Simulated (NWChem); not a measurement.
## Convergence test for MgSe (rocksalt type)

```yaml
crystal:
  lattice:
    - [0.00000, 2.67352, 2.67352]
    - [2.67352, 0.00000, 2.67352]
    - [2.67352, 2.67352, 0.00000]
  atoms:
    - { symbol: Se, position: [0.00000, 0.00000, 0.00000] }
    - { symbol: Mg, position: [0.50561, 0.50561, 0.50561] }
```

All runs are NWChem calculations. Origin of the cell: lattice set by a structure generator, not relaxed at this level. One atom is moved off its symmetric site.

Norm-conserving pseudopotentials with valence charges Se 6, Mg 2, fixed occupations, no spin-orbit coupling, density cut at twice the wavefunction cutoff.

The filled d shells of Se are in the core.

Level: LDA (Vosko), default library; cutoff 25 Ha. Even meshes are shifted off Γ, odd ones hold it, so the gap on the mesh jumps between them.

```json
[
 {"k mesh": "1×1×1", "E − E(last row) (meV/atom)": "6584.2", "gap on the mesh (eV)": "2.21", "rough relative cost": "1"},
 {"k mesh": "2×2×2", "E − E(last row) (meV/atom)": "46.9", "gap on the mesh (eV)": "3.63", "rough relative cost": "under 3"},
 {"k mesh": "3×3×3", "E − E(last row) (meV/atom)": "177.0", "gap on the mesh (eV)": "2.62", "rough relative cost": "8"},
 {"k mesh": "4×4×4", "E − E(last row) (meV/atom)": "0.3", "gap on the mesh (eV)": "2.37", "rough relative cost": "20"},
 {"k mesh": "5×5×5", "E − E(last row) (meV/atom)": "11.8", "gap on the mesh (eV)": "2.01", "rough relative cost": "30"},
 {"k mesh": "6×6×6", "E − E(last row) (meV/atom)": "0.0", "gap on the mesh (eV)": "not printed", "rough relative cost": "60"}
]
```

The cheapest setting from which the total energy stays within 25 meV/atom of the last row is 4×4×4; the last row is the reference, not a converged limit.
